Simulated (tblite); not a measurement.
Compound: C8H10Ge.
Bonds: C1–C2 (triple), C2–C3, C3–C4 (double), C4–C5, C5–C6, C4–C7, C7–C8 (double), C8–Ge9, C3–Ge9. Hydrogens: H10 on C1; H11, H12 on C5; H13, H14, H15 on C6; H16 on C7; H17 on C8; H18, H19 on Ge9.

Computed with GFN2-xTB (tblite), gas phase: L-BFGS steps from a force-field or distance-geometry start until the largest atomic force falls under 0.01 eV/Å.

Step 2: E = -653.4270 eV
```
atom  x, y, z in Å  |  force x, y, z in eV/Å
C1     -0.0166    3.2926   -0.5718   -0.945   3.178  -0.372
C2      0.2853    2.1579   -0.4338    0.649  -2.897   0.393
C3      0.7227    0.8327   -0.2281   -0.666  -0.779  -0.091
C4     -0.0671   -0.2998   -0.2666    1.466   0.585   0.053
C5     -1.5151   -0.2432   -0.5209   -0.600   0.212   0.250
C6     -2.2872   -0.7817    0.6992    0.128  -0.076  -0.322
C7      0.6145   -1.5924   -0.0179    0.533   1.200  -0.009
C8      1.9396   -1.5500    0.2057   -0.305  -0.135  -0.087
Ge9     2.5528    0.2715    0.1420    0.048   0.336   0.064
H10    -0.3284    4.3140   -0.6905    0.288  -0.834   0.070
H11    -1.7840   -0.8340   -1.3932   -0.009  -0.197  -0.160
H12    -1.7931    0.8032   -0.7393   -0.033  -0.338   0.208
H13    -3.3421   -0.6289    0.5073   -0.175   0.025   0.285
H14    -2.1114   -1.8535    0.8290   -0.016   0.189  -0.063
H15    -1.9691   -0.2817    1.6147   -0.172   0.066  -0.161
H16     0.0691   -2.5040   -0.0116   -0.476  -0.421  -0.083
H17     2.5496   -2.4123    0.3930   -0.108  -0.259   0.019
H18     3.0119    0.7511    1.4951    0.228   0.067  -0.235
H19     3.4588    0.5677   -1.0198    0.165   0.078   0.240
```

Step 3: E = -653.5044 eV
```
atom  x, y, z in Å  |  force x, y, z in eV/Å
C1     -0.0213    3.3073   -0.5734    0.051  -0.426   0.065
C2      0.2870    2.1470   -0.4322   -0.152  -0.044   0.035
C3      0.7138    0.8164   -0.2286    0.298   0.740  -0.060
C4     -0.0456   -0.2927   -0.2651   -0.544  -0.347  -0.169
C5     -1.5234   -0.2398   -0.5175    0.220  -0.129   0.088
C6     -2.2849   -0.7827    0.6948   -0.059   0.040  -0.110
C7      0.6215   -1.5751   -0.0182   -0.308  -0.111  -0.030
C8      1.9344   -1.5517    0.2045    0.468  -0.051   0.043
Ge9     2.5529    0.2747    0.1425    0.104   0.234   0.056
H10    -0.3266    4.3088   -0.6902    0.089  -0.165  -0.005
H11    -1.7843   -0.8365   -1.3954    0.052  -0.078  -0.018
H12    -1.7933    0.7992   -0.7371   -0.097  -0.127   0.176
H13    -3.3445   -0.6285    0.5100   -0.084  -0.003   0.281
H14    -2.1117   -1.8517    0.8285    0.011   0.114  -0.076
H15    -1.9707   -0.2808    1.6135   -0.171   0.033  -0.202
H16     0.0634   -2.5103   -0.0123   -0.087   0.328  -0.096
H17     2.5486   -2.4148    0.3932   -0.193  -0.184  -0.002
H18     3.0143    0.7519    1.4929    0.232   0.087  -0.198
H19     3.4605    0.5685   -1.0174    0.171   0.091   0.223
```

Step 4: E = -653.5231 eV
```
atom  x, y, z in Å  |  force x, y, z in eV/Å
C1     -0.0215    3.3045   -0.5729    0.033  -0.347   0.054
C2      0.2853    2.1444   -0.4314   -0.172   0.110   0.009
C3      0.7167    0.8243   -0.2295    0.024  -0.017  -0.035
C4     -0.0503   -0.2954   -0.2674    0.016   0.080  -0.079
C5     -1.5218   -0.2415   -0.5165    0.052  -0.093   0.004
C6     -2.2860   -0.7824    0.6934   -0.055   0.019  -0.089
C7      0.6186   -1.5754   -0.0185    0.121   0.047   0.011
C8      1.9397   -1.5522    0.2048   -0.003   0.049  -0.038
Ge9     2.5547    0.2786    0.1435    0.032   0.134   0.018
H10    -0.3250    4.3054   -0.6902    0.070  -0.130  -0.009
H11    -1.7835   -0.8376   -1.3955    0.046  -0.071  -0.010
H12    -1.7945    0.7970   -0.7344   -0.089  -0.113   0.158
H13    -3.3454   -0.6285    0.5142   -0.112   0.002   0.237
H14    -2.1116   -1.8496    0.8274    0.009   0.063  -0.062
H15    -1.9734   -0.2805    1.6103   -0.138   0.059  -0.144
H16     0.0615   -2.5067   -0.0137   -0.122   0.223  -0.088
H17     2.5462   -2.4180    0.3932   -0.138  -0.217   0.009
H18     3.0176    0.7530    1.4898    0.242   0.105  -0.146
H19     3.4629    0.5698   -1.0141    0.183   0.097   0.200
```

Task: Estimate the geometry and energy of step 5. (The exact step hangs on the optimiser's Hessian estimate; all steps are aligned on step 4, rigid shifts and turns removed.)

Result: E = -653.5413 eV, largest force 0.382 eV/Å
```
atom  x, y, z in Å  |  force x, y, z in eV/Å
C1     -0.0221    3.2986   -0.5717   -0.054   0.009   0.008
C2      0.2807    2.1415   -0.4301   -0.078  -0.094   0.024
C3      0.7186    0.8289   -0.2311   -0.078  -0.374  -0.010
C4     -0.0519   -0.2938   -0.2710    0.301   0.134   0.022
C5     -1.5204   -0.2451   -0.5160   -0.058  -0.018  -0.062
C6     -2.2884   -0.7818    0.6903   -0.039  -0.015  -0.051
C7      0.6201   -1.5739   -0.0182    0.167   0.171  -0.024
C8      1.9431   -1.5513    0.2039   -0.078   0.019  -0.030
Ge9     2.5573    0.2855    0.1450   -0.052  -0.016  -0.038
H10    -0.3217    4.2984   -0.6902    0.035  -0.054  -0.015
H11    -1.7818   -0.8400   -1.3957    0.041  -0.071  -0.020
H12    -1.7974    0.7921   -0.7284   -0.087  -0.067   0.107
H13    -3.3484   -0.6286    0.5233   -0.145   0.005   0.149
H14    -2.1113   -1.8459    0.8249    0.004  -0.026  -0.034
H15    -1.9789   -0.2790    1.6039   -0.072   0.101  -0.042
H16     0.0565   -2.4994   -0.0169   -0.105   0.160  -0.074
H17     2.5413   -2.4263    0.3936   -0.154  -0.103  -0.006
H18     3.0258    0.7563    1.4834    0.253   0.133  -0.057
H19     3.4690    0.5730   -1.0065    0.200   0.106   0.154
```

The energy changes by -0.0182 eV. The first-order estimate −F·Δx gives -0.0242 eV and the mean of the old and new forces, exact on a quadratic surface, -0.0183 eV. The step makes an angle of 25° with the force vector and moves no atom by more than 0.011 Å.

What follows is the cost of the whole relaxation. On Arm Neoverse V1, one thread, on a shared host, this took 0.87 s of wall time.
